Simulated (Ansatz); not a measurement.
The cluster B3P2. Total charge 0; quartet. Geometry PBE-D4/def2-SVP; atoms count from 1.

Cartesian coordinates in Å:
```
B -0.480 -1.100 0.212
B 0.528 0.270 -0.257
B -1.050 0.317 0.532
P 1.112 -1.430 -0.761
P -0.111 1.943 0.274
```

At PBE0-D4/def2-TZVP a doublet of charge 0 lies 1.62 eV below the quartet, each at its own geometry. The structure comes from a short search, and lower isomers may exist.

**Question.** Estimate the Mulliken populations from the PBE0/def2-TZVP orbitals of Ansatz.

**Answer.** 
```json
{"atom": "B1", "charge (e)": "-0.01", "spin (α − β)": "0.68"}
{"atom": "B2", "charge (e)": "0.02", "spin (α − β)": "0.09"}
{"atom": "B3", "charge (e)": "-0.01", "spin (α − β)": "0.68"}
{"atom": "P4", "charge (e)": "0.00", "spin (α − β)": "0.78"}
{"atom": "P5", "charge (e)": "0.00", "spin (α − β)": "0.78"}
```
Mulliken values and Mayer orders depend strongly on the basis.

**Question.** Where does the spin sit?

**Answer.** Summed by element: B 1.44, P 1.56, of 3 unpaired in all. Largest on single atoms: P4 0.78, P5 0.78, B3 0.68.

**Question.** And the Mayer bond orders between bonded heavy atoms (over 0.3)?

**Answer.** B1–B2 0.59 (1.76 Å); B1–B3 1.40 (1.56 Å); B1–P4 1.13 (1.90 Å); B2–B3 0.59 (1.76 Å); B2–P4 1.23 (1.87 Å); B2–P5 1.23 (1.87 Å); B3–P5 1.13 (1.90 Å).
